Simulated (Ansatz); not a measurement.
CCl₃, doublet, geometry from GFN2-xTB; REVPBE/def2-SVP (Ansatz, a quantum-chemistry and plane-wave program).

Input for Ansatz:
Ansatz 0.2 input:
```yaml
crystal:
  periodic: [false, false, false]
  atoms:
    - {symbol: Cl, position_ang: [-1.09131768, -1.27170277, 0.02712071]}
    - {symbol: C, position_ang: [0.00539435, 0.01040993, 0.30391846]}
    - {symbol: Cl, position_ang: [1.64601907, -0.31080857, -0.05437815]}
    - {symbol: Cl, position_ang: [-0.55660528, 1.57883724, -0.08000789]}
basis:
  gaussian:
    orbitals: def2-SVP
hamiltonian:
  xc: revpbe
magnetization: {spin_polarized: true, initial_magnetization: 1}
accuracy: high
```

What the program printed (banner, timings and long lists left out):

```
Functional definition: revPBE
1362 factors; integrals over basis functions are off by at most 3.9e-9 eV
mean field evaluation 1: about -38582.2934 eV, gradient 1.4e1 eV
mean field evaluation 2: about -38579.3749 eV, gradient 2.8e1 eV
mean field evaluation 4: about -38583.3549 eV, gradient 5.3e-1 eV
mean field evaluation 8: about -38583.3528 eV, gradient 7.3e-3 eV
mean field evaluation 16: about -38583.3528 eV, gradient 4.2e-6 eV
mean field -38583.35283683 eV, -1417.9120640177 hartree, gradient 7.1e-8 eV, S^2 0.752244; 0 other end points of the search recorded, 0 dependent functions left out
reference -38583.35283884 eV, -1417.9120640914 hartree; 29, 28 occupied and 39, 40 virtual orbitals, 1362 factors
Total energy: -38583.35283884 eV, -1417.9120640914 hartree
```
